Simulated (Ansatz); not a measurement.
`CB(C)O[SiH3]`, relaxed with RKS PBE0-D4/def2-TZVP in Ansatz from a PBE-D4/def2-SVP geometry. The force threshold is 0.005 eV/Å; the program also tests the step.

Charge 0, multiplicity 1.

Start:

```xyz
14

C    -1.429    0.521   -0.425
B    -0.045   -0.250   -0.473
C     0.382   -1.085   -1.747
O     0.852   -0.198    0.570
Si    0.997    0.518    2.088
H    -2.261   -0.143   -0.744
H    -1.414    1.345   -1.173
H    -1.694    0.965    0.555
H     0.510   -0.399   -2.614
H     1.329   -1.641   -1.608
H    -0.414   -1.797   -2.052
H     2.342    1.182    2.146
H    -0.074    1.543    2.348
H     0.919   -0.561    3.130
```

```csv
step,energy (eV),largest force (eV/Å),largest move (Å)
1,-12817.5046,0.768,0.000
2,-12817.5610,0.508,0.037
3,-12817.5717,0.099,0.021
4,-12817.5720,0.036,0.004
5,-12817.5722,0.034,0.006
6,-12817.5723,0.031,0.007
7,-12817.5724,0.011,0.022
8,-12817.5726,0.033,0.043
9,-12817.5727,0.032,0.018
10,-12817.5729,0.061,0.040
11,-12817.5732,0.083,0.037
14,-12817.5761,0.020,0.062
17,-12817.5770,0.146,0.098
20,-12817.5786,0.092,0.080
23,-12817.5792,0.036,0.009
26,-12817.5793,0.009,0.011
29,-12817.5795,0.016,0.046
32,-12817.5798,0.050,0.048
35,-12817.5809,0.091,0.016
38 (rejected),-12817.5813,0.246,0.198
41,-12817.5865,0.037,0.098
44,-12817.5886,0.069,0.073
47,-12817.5900,0.003,0.021
50,-12817.5903,0.009,0.002
52,-12817.5903,0.002,0.006
```

End:

```xyz
14

C    -1.422    0.349   -0.272
B     0.018   -0.251   -0.491
C     0.409   -1.022   -1.799
O     0.980   -0.094    0.469
Si    0.972    0.623    1.954
H    -2.181   -0.120   -0.902
H    -1.401    1.412   -0.545
H    -1.760    0.306    0.769
H     0.034   -0.517   -2.694
H     1.483   -1.186   -1.902
H    -0.082   -2.004   -1.790
H     2.346    0.520    2.497
H     0.582    2.053    1.844
H     0.022   -0.070    2.864
```

Hardware: 4 threads of a server CPU on a shared host. Wall time 5 min, peak host memory 0.61 GiB.
